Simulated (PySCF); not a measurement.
# Hf³⁺ (hafnium, charge +3) across methods

[Xe] 4f14 5d1, 2D determinant. Calculation: PySCF 2.14, in x2c-TZVPPall with one added diffuse shell each of s, p, d, f type (12s8p8d4f1g, 113 functions); the spin-free X2C one-electron Hamiltonian (Gaussian nucleus).

```
method   E (hartree)  mean ε 4f α (eV)  mean ε 4f β (eV)  mean ε 5d α (eV)  Σ⟨r²⟩ (bohr²)   ⟨S²⟩
r2SCAN     -15077.06           -44.509           -44.383           -28.002          33.59  0.751
   PBE     -15076.94           -44.349           -44.239           -27.670          33.79  0.750
   LDA     -15067.07           -44.736           -44.621           -27.663          33.77  0.750
   UHF  -15071.92043           -58.718           -58.595           -32.360          33.57  0.752
```

(1) Estimate the same row for PBE0.

Spin-orbit coupling, absent here, splits the open shell strongly.

## Answers

(1) E (hartree) = -15076.72; mean ε 4f α (eV) = -48.177; mean ε 4f β (eV) = -48.061; mean ε 5d α (eV) = -29.040; Σ⟨r²⟩ (bohr²) = 33.65; ⟨S²⟩ = 0.751.
